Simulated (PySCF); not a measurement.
RuS₂⁻: from structure and modes to constants

Computed with UPBE0 in PySCF with Ru def2-TZVPD with ECP28, S def2-TZVPD; scalar-relativistic core potentials, no spin–orbit coupling; density-fitted integrals.

The doublet minimum has C2v symmetry. Masses (u): Ru 101.90435, S 31.97207.

```xyz
3
charge -1 multiplicity 2, angstrom
Ru    0.0001   -0.3143    0.0000
S    -0.0002    0.4932    1.9107
S    -0.0002    0.4932   -1.9107
```

Harmonic wavenumbers (cm⁻¹): 110.9 (a1, ×1), 499.8 (a1, ×1), 527.8 (b2, ×1).

(1) Find the principal moments of inertia and the rotational constants. What kind of rotor is it?

(2) What is the harmonic zero-point energy?

(3) Find the vibrational entropy and heat capacity at 298.15 K.

(4) Give the standard entropy (298.15 K, 1 bar) by its translational, rotational, vibrational and spin parts, and Cp.

## Answers

(1) About the centre of mass I = 25.615, 233.46, 259.07 u Å². With B = 16.8576/I this gives 0.6581, 0.07221, 0.06507 cm⁻¹. The molecule is an asymmetric top with κ = -0.98.

(2) Half the sum of all 3 wavenumbers, 1138/2 = 569 cm⁻¹, which is 6.8 kJ/mol (1 cm⁻¹ = 0.0119627 kJ/mol).

(3) With u = 1.43878 ω/T, each mode gives S = R[u/(eᵘ−1) − ln(1−e⁻ᵘ)] and C = R u² eᵘ/(eᵘ−1)².
| ω (cm⁻¹) | u | S (J/(mol K)) | C (J/(mol K)) |
| --- | --- | --- | --- |
| 110.9 | 0.535 | 13.61 | 8.12 |
| 499.8 | 2.412 | 2.76 | 5.23 |
| 527.8 | 2.547 | 2.48 | 4.97 |
The sums over all modes are S = 18.8 and C = 18.3 J/(mol K); the softest mode gives 72 % of the entropy.

(4) Sackur–Tetrode with M = 165.85 u gives 172.6; rotation with symmetry number 2 gives 102.0; vibration 18.8; spin R ln 2 = 5.8. The total is 299.2 J/(mol K), and Cp = 4 R + 18.3 = 51.6 J/(mol K).

This need not be the most stable arrangement of these atoms. Other spin states or occupations of the open shell can lie lower. The lowest empty level of this anion is unbound, so it and the gap depend on the basis.
